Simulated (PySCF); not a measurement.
The numbers are results of PBE0-D3(BJ)/def2-TZVP (PySCF), not measurements. Isolated molecules, 0 K electronic values unless said otherwise. One relaxed conformer stands for a flexible species; it need not be the lowest. Excitations are Tamm–Dancoff values on a coarser integration grid. The basis has no diffuse functions, so Rydberg states are missing or too high.

Reference species (SMILES): `C=[SiH]CC` (C–Si–C–C torsion 1°) (neutral, multiplicity 1).

```
Quantity                                        Value
-------------------------------------------  --------
brightest of the four lowest singlets (TDA)   5.70 eV
LUMO                                         -0.61 eV
T1 excitation (TDA)                           2.83 eV
```

Changed species: `[SeH][SiH]=C` (C–Si–Se–H torsion 0°) (X = selanyl; the reference has X = ethyl).

Q: Predict the effect on the brightest of the four lowest singlets (TDA), LUMO and T1 excitation (TDA).

A: the brightest of the four lowest singlets (TDA) drops by 0.53 eV, to 5.17 eV; the LUMO falls by 0.33 eV, to -0.94 eV; the T1 excitation (TDA) falls by 0.04 eV, to 2.79 eV.
